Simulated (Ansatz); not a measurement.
Ansatz (a first-principles code) input (B3LYP/6-31G*):

Ansatz 0.2 input:
```yaml
crystal:
  periodic: [false, false, false]
  atoms:
    - {symbol: C, position_ang: [2.89494562, -0.07410426, 0.27440440]}
    - {symbol: C, position_ang: [1.63632475, -0.04188632, 0.15510298]}
    - {symbol: B, position_ang: [0.19961345, -0.00510967, 0.01892084]}
    - {symbol: Cl, position_ang: [-0.78528751, 1.53523393, -0.13077816]}
    - {symbol: Cl, position_ang: [-0.87269422, -1.49279323, -0.02637764]}
basis:
  gaussian:
    orbitals: 6-31G*
hamiltonian:
  xc: {name: B3LYP}
total_charge: -1
phonons: {temperatures: {t_min: 298.15, t_max: 298.15, t_step: 100}}
```

Output:

```
Functional definition: B3LYP
integrals: 0.03 GiB planned
868 factors; integrals over basis functions are off by at most 2.2e-4 eV
mean field: 0.29 GiB planned
mean field evaluation 1: about -27791.2854 eV, gradient 4.0e1 eV
mean field evaluation 2: about -27688.4172 eV, gradient 1.6e2 eV
mean field evaluation 4: about -27796.0769 eV, gradient 8.4e0 eV
mean field evaluation 8: about -27796.2725 eV, gradient 1.8e-1 eV
mean field evaluation 16: about -27796.2726 eV, gradient 4.9e-5 eV
mean field -27796.27256435 eV, -1021.4941757497 hartree, gradient 4.9e-5 eV, S^2 0.000000; 0 other end points of the search recorded, 0 dependent functions left out
the calculation of the forces begins
reference -27796.27279644 eV, -1021.4941842786 hartree; 26, 26 occupied and 57, 57 virtual orbitals, 868 factors
these checks for a lower state are left out or cut short: stability, starts, cluster_reference, orbital_swaps, neighbouring_geometries, increment
integrals: 0.03 GiB planned
868 factors; integrals over basis functions are off by at most 2.2e-4 eV
mean field: 0.29 GiB planned
mean field -27796.27247919 eV, -1021.4941726202 hartree, gradient 2.1e-6 eV, S^2 0.000000; 0 other end points of the search recorded, 0 dependent functions left out
the calculation of the forces begins
reference -27796.27271132 eV, -1021.4941811507 hartree; 26, 26 occupied and 57, 57 virtual orbitals, 868 factors
these checks for a lower state are left out or cut short: stability, starts, cluster_reference, orbital_swaps, neighbouring_geometries, increment
integrals: 0.03 GiB planned
868 factors; integrals over basis functions are off by at most 2.2e-4 eV
mean field: 0.29 GiB planned
mean field -27796.27248008 eV, -1021.4941726527 hartree, gradient 9.9e-7 eV, S^2 0.000000; 0 other end points of the search recorded, 0 dependent functions left out
the calculation of the forces begins
reference -27796.27271212 eV, -1021.4941811799 hartree; 26, 26 occupied and 57, 57 virtual orbitals, 868 factors
these checks for a lower state are left out or cut short: stability, starts, cluster_reference, orbital_swaps, neighbouring_geometries, increment
integrals: 0.03 GiB planned
868 factors; integrals over basis functions are off by at most 2.2e-4 eV
mean field: 0.29 GiB planned
mean field evaluation 32: about -27796.2724 eV, gradient 1.4e-4 eV
mean field -27796.27243308 eV, -1021.4941709257 hartree, gradient 1.0e-6 eV, S^2 0.000000; 0 other end points of the search recorded, 0 dependent functions left out
the calculation of the forces begins
reference -27796.27266513 eV, -1021.4941794531 hartree; 26, 26 occupied and 57, 57 virtual orbitals, 868 factors
these checks for a lower state are left out or cut short: stability, starts, cluster_reference, orbital_swaps, neighbouring_geometries, increment
integrals: 0.03 GiB planned
868 factors; integrals over basis functions are off by at most 2.2e-4 eV
mean field: 0.29 GiB planned
mean field -27796.27242771 eV, -1021.4941707281 hartree, gradient 1.9e-6 eV, S^2 0.000000; 0 other end points of the search recorded, 0 dependent functions left out
the calculation of the forces begins
reference -27796.27265983 eV, -1021.4941792584 hartree; 26, 26 occupied and 57, 57 virtual orbitals, 868 factors
these checks for a lower state are left out or cut short: stability, starts, cluster_reference, orbital_swaps, neighbouring_geometries, increment
integrals: 0.03 GiB planned
868 factors; integrals over basis functions are off by at most 2.2e-4 eV
mean field: 0.29 GiB planned
mean field -27796.27248489 eV, -1021.4941728295 hartree, gradient 2.7e-6 eV, S^2 0.000000; 0 other end points of the search recorded, 0 dependent functions left out
the calculation of the forces begins
reference -27796.27271699 eV, -1021.4941813592 hartree; 26, 26 occupied and 57, 57 virtual orbitals, 868 factors
these checks for a lower state are left out or cut short: stability, starts, cluster_reference, orbital_swaps, neighbouring_geometries, increment
integrals: 0.03 GiB planned
868 factors; integrals over basis functions are off by at most 2.2e-4 eV
mean field: 0.29 GiB planned
mean field -27796.27248806 eV, -1021.4941729461 hartree, gradient 2.4e-6 eV, S^2 0.000000; 0 other end points of the search recorded, 0 dependent functions left out
the calculation of the forces begins
reference -27796.27272012 eV, -1021.4941814742 hartree; 26, 26 occupied and 57, 57 virtual orbitals, 868 factors
these checks for a lower state are left out or cut short: stability, starts, cluster_reference, orbital_swaps, neighbouring_geometries, increment
integrals: 0.03 GiB planned
868 factors; integrals over basis functions are off by at most 2.2e-4 eV
mean field: 0.29 GiB planned
mean field -27796.27254369 eV, -1021.4941749905 hartree, gradient 2.1e-6 eV, S^2 0.000000; 0 other end points of the search recorded, 0 dependent functions left out
the calculation of the forces begins
reference -27796.27277575 eV, -1021.4941835185 hartree; 26, 26 occupied and 57, 57 virtual orbitals, 868 factors
these checks for a lower state are left out or cut short: stability, starts, cluster_reference, orbital_swaps, neighbouring_geometries, increment
integrals: 0.03 GiB planned
868 factors; integrals over basis functions are off by at most 2.2e-4 eV
mean field: 0.29 GiB planned
mean field evaluation 64: about -27796.2725 eV, gradient 6.7e-5 eV
mean field -27796.27254475 eV, -1021.4941750293 hartree, gradient 1.1e-6 eV, S^2 0.000000; 0 other end points of the search recorded, 0 dependent functions left out
the calculation of the forces begins
reference -27796.27277685 eV, -1021.4941835590 hartree; 26, 26 occupied and 57, 57 virtual orbitals, 868 factors
these checks for a lower state are left out or cut short: stability, starts, cluster_reference, orbital_swaps, neighbouring_geometries, increment
integrals: 0.03 GiB planned
868 factors; integrals over basis functions are off by at most 2.2e-4 eV
mean field: 0.29 GiB planned
mean field -27796.27254369 eV, -1021.4941749905 hartree, gradient 1.1e-6 eV, S^2 0.000000; 0 other end points of the search recorded, 0 dependent functions left out
the calculation of the forces begins
reference -27796.27277582 eV, -1021.4941835211 hartree; 26, 26 occupied and 57, 57 virtual orbitals, 868 factors
these checks for a lower state are left out or cut short: stability, starts, cluster_reference, orbital_swaps, neighbouring_geometries, increment
integrals: 0.03 GiB planned
868 factors; integrals over basis functions are off by at most 2.2e-4 eV
mean field: 0.29 GiB planned
mean field -27796.27254451 eV, -1021.4941750206 hartree, gradient 2.2e-6 eV, S^2 0.000000; 0 other end points of the search recorded, 0 dependent functions left out
the calculation of the forces begins
reference -27796.27277655 eV, -1021.4941835478 hartree; 26, 26 occupied and 57, 57 virtual orbitals, 868 factors
Total energy: -27796.27279644 eV, -1021.4941842786 hartree
Atom 0 at     2.894946    -0.074104     0.274404 Å, force    -0.000345     0.000009    -0.000033 eV/Å
Atom 1 at     1.636325    -0.041886     0.155103 Å, force     0.001874    -0.000048     0.000178 eV/Å
Atom 2 at     0.199613    -0.005110     0.018921 Å, force    -0.001142     0.000029    -0.000108 eV/Å
Atom 3 at    -0.785288     1.535234    -0.130778 Å, force    -0.000201    -0.000247    -0.000010 eV/Å
Atom 4 at    -0.872694    -1.492793    -0.026378 Å, force    -0.000186     0.000257    -0.000027 eV/Å
Dipole moment:    -1.329272     0.034026    -0.125998 e Å
Vibrations: 141.71 193.92 253.95 417.55 456.48 522.33 751.78 1163.39 2057.85 cm⁻¹, zero-point energy 0.369409 eV
```

The blocks after the first are displaced geometries, from whose forces the wavenumbers follow.

The dipole moment of an ion depends on the origin.
